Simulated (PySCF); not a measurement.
Al(All)(Cl)(H) (C3H6AlCl), SMILES C=C[CH2][AlH][Cl].

The structure is a stationary point at B3LYP-D3(BJ)/def2-SVP. The structure was generated by enumeration; whether it is a known compound was not checked. One conformer was computed; it need not be the lowest.

Calculation: TDDFT-PBE/def2-SVPD (PySCF).

Vertical excitations. Gas-phase values at a fixed geometry.

```json
[
 {"state": "S1", "energy (eV)": "5.14", "λ (nm)": "241", "f": "0.140", "main pairs": "HOMO→LUMO 75 %"},
 {"state": "S2", "energy (eV)": "5.40", "λ (nm)": "230", "f": "0.029", "main pairs": "HOMO→LUMO+1 80 %, HOMO−1→LUMO 14 %"},
 {"state": "S3", "energy (eV)": "5.69", "λ (nm)": "218", "f": "0.003", "main pairs": "HOMO→LUMO+2 79 %, HOMO−1→LUMO 19 %"},
 {"state": "S4", "energy (eV)": "5.88", "λ (nm)": "211", "f": "0.059", "main pairs": "HOMO−1→LUMO 49 %, HOMO→LUMO+2 14 %, HOMO→LUMO 12 %"},
 {"state": "S5", "energy (eV)": "6.15", "λ (nm)": "201", "f": "0.021", "main pairs": "HOMO−2→LUMO 87 %"},
 {"state": "S6", "energy (eV)": "6.19", "λ (nm)": "200", "f": "0.001", "main pairs": "HOMO→LUMO+3 96 %"},
 {"state": "S7", "energy (eV)": "6.43", "λ (nm)": "193", "f": "0.023", "main pairs": "HOMO−1→LUMO+1 94 %"},
 {"state": "S8", "energy (eV)": "6.47", "λ (nm)": "192", "f": "0.009", "main pairs": "HOMO−3→LUMO 80 %"},
 {"state": "S9", "energy (eV)": "6.74", "λ (nm)": "184", "f": "0.046", "main pairs": "HOMO→LUMO+4 84 %"},
 {"state": "S10", "energy (eV)": "6.80", "λ (nm)": "182", "f": "0.001", "main pairs": "HOMO→LUMO+5 99 %"},
 {"state": "T1", "energy (eV)": "3.76", "λ (nm)": "330", "f": "0", "main pairs": "HOMO→LUMO 96 %"},
 {"state": "T2", "energy (eV)": "4.87", "λ (nm)": "255", "f": "0", "main pairs": "HOMO→LUMO+1 97 %"},
 {"state": "T3", "energy (eV)": "5.33", "λ (nm)": "233", "f": "0", "main pairs": "HOMO−1→LUMO 88 %"},
 {"state": "T4", "energy (eV)": "5.42", "λ (nm)": "229", "f": "0", "main pairs": "HOMO→LUMO+2 94 %"}
]
```
Triplets are in the Tamm–Dancoff approximation, which puts them higher than full response would, so one can lie above its singlet here.
